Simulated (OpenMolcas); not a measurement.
Nd2+: input and output

Input:

```
&GATEWAY
Coord
1

Nd 0.0 0.0 0.0
Basis=ANO-RCC-VTZP
Group=XYZ
NoMove
AngMom=0.0 0.0 0.0
AMFI
&SEWARD
* reference wave functions (RASSCF and RASSI steps not shown): 4 electrons in 7 orbitals (4f)
>>> COPY JOB001 $Project.JobIph
&CASPT2
Multistate=35 1 2 3 4 5 6 7 8 9 10 11 12 13 14 15 16 17 18 19 20 21 22
23 24 25 26 27 28 29 30 31 32 33 34 35
Frozen=14 9
IPEA=0.25
Imaginary=0.1
MaxIter=60
WThr=0.0 0.3 0.05
PrWF=0.5
NoMix
>>> COPY JOB002 $Project.JobIph
&CASPT2
Multistate=159 1 2 3 4 5 6 7 8 9 10 11 12 13 14 15 16 17 18 19 20 21 22
23 24 25 26 27 28 29 30 31 32 33 34 35 36 37 38 39 40 41 42 43 44 45 46
47 48 49 50 51 52 53 54 55 56 57 58 59 60 61 62 63 64 65 66 67 68 69 70
71 72 73 74 75 76 77 78 79 80 81 82 83 84 85 86 87 88 89 90 91 92 93 94
95 96 97 98 99 100 101 102 103 104 105 106 107 108 109 110 111 112 113
114 115 116 117 118 119 120 121 122 123 124 125 126 127 128 129 130 131
132 133 134 135 136 137 138 139 140 141 142 143 144 145 146 147 148 149
150 151 152 153 154 155 156 157 158 159
NoMult
Frozen=14 9
IPEA=0.25
Imaginary=0.1
MaxIter=60
WThr=0.0 0.3 0.05
PrWF=0.5
NoMix
>>> COPY JOB003 $Project.JobIph
&CASPT2
Multistate=105 1 2 3 4 5 6 7 8 9 10 11 12 13 14 15 16 17 18 19 20 21 22
23 24 25 26 27 28 29 30 31 32 33 34 35 36 37 38 39 40 41 42 43 44 45 46
47 48 49 50 51 52 53 54 55 56 57 58 59 60 61 62 63 64 65 66 67 68 69 70
71 72 73 74 75 76 77 78 79 80 81 82 83 84 85 86 87 88 89 90 91 92 93 94
95 96 97 98 99 100 101 102 103 104 105
NoMult
Frozen=14 9
IPEA=0.25
Imaginary=0.1
MaxIter=60
WThr=0.0 0.3 0.05
PrWF=0.5
NoMix
```

Launched by
```bash
OMP_NUM_THREADS=1 MOLCAS_MEM=2252 MOLCAS_PROJECT=a pymolcas a.inp > a.log  # once for each step of the input, in one work folder
```

Output, cut to the results:

```
--- CASPT2 ---
Orbital specifications:
      -----------------------

      Symmetry species                           1   2
                                                ag  au
      Frozen orbitals                           14   9
      Inactive orbitals                          1   3
      Active orbitals                            0   7
      Secondary orbitals                        36  34
      Deleted orbitals                           0   0
      Number of basis functions                 51  53
Type of calculation                        MS-CASPT2
      Fock operator                              state-specific
      IPEA shift                                 0.25
      Real shift                                 0.00
      Imaginary shift                            0.10
      The input orbitals will be transformed to quasi-canonical
Reference energy:       -9615.4688667873
      E2 (Non-variational):      -0.3659330719
      Shift correction:          -0.0010700108
      E2 (Variational):          -0.3670030827
      Total energy:           -9615.8358698700
      Residual norm:              0.0000003976
      Reference weight:           0.89091
      Contributions to the CASPT2 correlation energy
      Active & Virtual Only:         -0.0494934224
      One Inactive Excited:          -0.1462955982
      Two Inactive Excited:          -0.1701440512
Reference energy:       -9615.4688667873
      E2 (Non-variational):      -0.3636333246
      Shift correction:          -0.0007429696
      E2 (Variational):          -0.3643762942
      Total energy:           -9615.8332430815
      Residual norm:              0.0000004999
      Reference weight:           0.89471
      Contributions to the CASPT2 correlation energy
      Active & Virtual Only:         -0.0480052457
      One Inactive Excited:          -0.1455118235
      Two Inactive Excited:          -0.1701162554
::    CASPT2 Root  1     Total energy:  -9615.83586987
::    CASPT2 Root  2     Total energy:  -9615.83324308
::    CASPT2 Root  3     Total energy:  -9615.83299165
::    CASPT2 Root  4     Total energy:  -9615.83384611
::    CASPT2 Root  5     Total energy:  -9615.83427108
::    CASPT2 Root  6     Total energy:  -9615.83401219
::    CASPT2 Root  7     Total energy:  -9615.83412596
::    CASPT2 Root  8     Total energy:  -9615.83351444
::    CASPT2 Root  9     Total energy:  -9615.83194941
::    CASPT2 Root 10     Total energy:  -9615.83327683
::    CASPT2 Root 11     Total energy:  -9615.83485082
::    CASPT2 Root 12     Total energy:  -9615.83484138
::    CASPT2 Root 13     Total energy:  -9615.83557174
::    CASPT2 Root 14     Total energy:  -9615.78571623
::    CASPT2 Root 15     Total energy:  -9615.78611795
::    CASPT2 Root 16     Total energy:  -9615.78625240
::    CASPT2 Root 17     Total energy:  -9615.78235441
::    CASPT2 Root 18     Total energy:  -9615.78629528
::    CASPT2 Root 19     Total energy:  -9615.78564186
::    CASPT2 Root 20     Total energy:  -9615.78516002
::    CASPT2 Root 21     Total energy:  -9615.78623173
::    CASPT2 Root 22     Total energy:  -9615.75346975
::    CASPT2 Root 23     Total energy:  -9615.75353833
::    CASPT2 Root 24     Total energy:  -9615.75414582
::    CASPT2 Root 25     Total energy:  -9615.75435220
::    CASPT2 Root 26     Total energy:  -9615.75562116
::    CASPT2 Root 27     Total energy:  -9615.75313952
::    CASPT2 Root 28     Total energy:  -9615.75395097
::    CASPT2 Root 29     Total energy:  -9615.75500510
::    CASPT2 Root 30     Total energy:  -9615.75405670
--- CASPT2 ---
Orbital specifications:
      -----------------------

      Symmetry species                           1   2
                                                ag  au
      Frozen orbitals                           14   9
      Inactive orbitals                          1   3
      Active orbitals                            0   7
      Secondary orbitals                        36  34
      Deleted orbitals                           0   0
      Number of basis functions                 51  53
Type of calculation                        SS-CASPT2
      Fock operator                              state-specific
      IPEA shift                                 0.25
      Real shift                                 0.00
      Imaginary shift                            0.10
      The input orbitals will be transformed to quasi-canonical
Reference energy:       -9615.3964766335
      E2 (Non-variational):      -0.3782238779
      Shift correction:          -0.0008613201
      E2 (Variational):          -0.3790851980
      Total energy:           -9615.7755618315
      Residual norm:              0.0000008031
      Reference weight:           0.87983
      Contributions to the CASPT2 correlation energy
      Active & Virtual Only:         -0.0590030745
      One Inactive Excited:          -0.1490462521
      Two Inactive Excited:          -0.1701745513
Reference energy:       -9615.3964766335
      E2 (Non-variational):      -0.3780770466
      Shift correction:          -0.0007535698
      E2 (Variational):          -0.3788306164
      Total energy:           -9615.7753072499
      Residual norm:              0.0000007480
      Reference weight:           0.88169
      Contributions to the CASPT2 correlation energy
      Active & Virtual Only:         -0.0588419571
      One Inactive Excited:          -0.1490627704
      Two Inactive Excited:          -0.1701723191
::    CASPT2 Root  1     Total energy:  -9615.77556183
::    CASPT2 Root  2     Total energy:  -9615.77530725
::    CASPT2 Root  3     Total energy:  -9615.77595931
::    CASPT2 Root  4     Total energy:  -9615.77602951
::    CASPT2 Root  5     Total energy:  -9615.77577825
::    CASPT2 Root  6     Total energy:  -9615.77492479
::    CASPT2 Root  7     Total energy:  -9615.77534947
::    CASPT2 Root  8     Total energy:  -9615.77492872
::    CASPT2 Root  9     Total energy:  -9615.77550857
...
```

Levels above the lowest, from the spin-orbit matrix with the single-state CASPT2 energies, averaged by term, on its diagonal:

| Configuration | Term | J | E (cm⁻¹) | Measured (cm⁻¹) | Term weight % | Second |
| --- | --- | --- | --- | --- | --- | --- |
| 4f⁴ | ⁵I | 4 | 0.0 | 0.0 | 98 | 2 ³H(1) |
| 4f⁴ | ⁵I | 5 | 1233 | 1138 | 99 |  |
| 4f⁴ | ⁵I | 6 | 2590 | 2388 | 99 |  |
| 4f⁴ | ⁵I | 7 | 4030 | 3715 | 98 |  |
| 4f⁴ | ⁵I | 8 | 5520 | 5093 | 97 | 3 ³K(1) |
| 4f⁴ | ⁵F | 1 | 11750 |  | 95 | 5 ³D |
| 4f⁴ | ⁵F | 2 | 12140 | 10774 | 94 | 4 ³D |
| 4f⁴ | ⁵F | 3 | 12850 | 11425 | 95 |  |
| 4f⁴ | ⁵F | 4 | 13620 | 12181 | 89 | 6 ³G(1) |
| 4f⁴ | ⁵S | 2 | 14040 |  | 93 | 6 ³P |
| 4f⁴ | ³K(1) | 6 | 14520 | 14064 | 99 |  |
| 4f⁴ | ⁵F | 5 | 14710 | 13210 | 91 | 7 ³G(1) |
| 4f⁴ | ³K(1) | 7 | 15740 | 15154 | 90 | 8 ³L |
| 4f⁴ | ³H(1) | 4 | 15980 |  | 62 | 19 ³G(1) |
| 4f⁴ | ³K(1) | 8 | 17130 | 16459 | 82 | 8 ³L |
| 4f⁴ | ³G(1) | 3 | 17470 |  | 67 | 30 ⁵G |
| 4f⁴ | ³H(1) | 5 | 17990 | 16622 | 70 | 16 ³G(1) |
| 4f⁴ | ⁵G | 2 | 18070 |  | 90 | 6 ³F(2) |
| 4f⁴ | ⁵G | 4 | 19470 | 16831 | 57 | 21 ³H(1) |
| 4f⁴ | ⁵G | 3 | 19740 | 15350 | 65 | 31 ³G(1) |
| 4f⁴ | ³D | 2 | 20180 |  | 61 | 17 ³P |
| 4f⁴ | ³H(1) | 6 | 20560 |  | 87 | 11 ⁵G |
| 4f⁴ | ³D | 1 | 21050 |  | 54 | 42 ³P |
| 4f⁴ | ⁵G | 5 | 21070 | 18313 | 73 | 18 ³H(1) |

Against the 15 measured excited levels shown (Ding et al., The Spectrum and Energy Levels of the Low-lying Configurations of Nd III (preprint, 2023)) the mean absolute deviation is 1300 cm-1; the largest miss in energy is 4f⁴ ⁵G₃ [65 %]: computed 19740, measured 15350 cm⁻¹ (+28.6 %).

CASPT2 does not keep the components of a term degenerate, so their means are used; among the terms shown or strongly mixed into the levels shown the widest spread is 860 cm-1 (4f⁴ ⁵I). High states are left out of the spin-orbit mixing, which shifts the levels that they would mix with. Some levels mix across a computed gap that differs much from the measured one, so their mixing is not that of the real levels. Some terms miss by over 15 % even with CASPT2, which points to a basis or an active space too small for the shells correlated. Measured partners are found by configuration, term and J. A level has none where our copy of the source lacks it or the pairing is in doubt (some pairs that miss far off the trend of their configuration count as doubtful), and it then counts in no deviation. Only configurations of the active space appear. The first state left out of the spin-orbit step lies near 50000 cm-1 above the lowest spin-free state of the reference (among the parities and spins computed), and the list stops at four fifths of that energy or lower. The table shows the lowest 24 of 63 levels.

The CASPT2 steps took 3.3 min on 1 thread of Intel(R) Xeon(R) 6975P-C (Granite Rapids), on a shared host; the integral step is not counted.

The term weight is that of the spin-free term in the level, not the purity of its configuration. A share in square brackets marks a mixed level and gives the weight of the term that names it. A number in round brackets counts repeated terms of one configuration in the order of the reference energies.
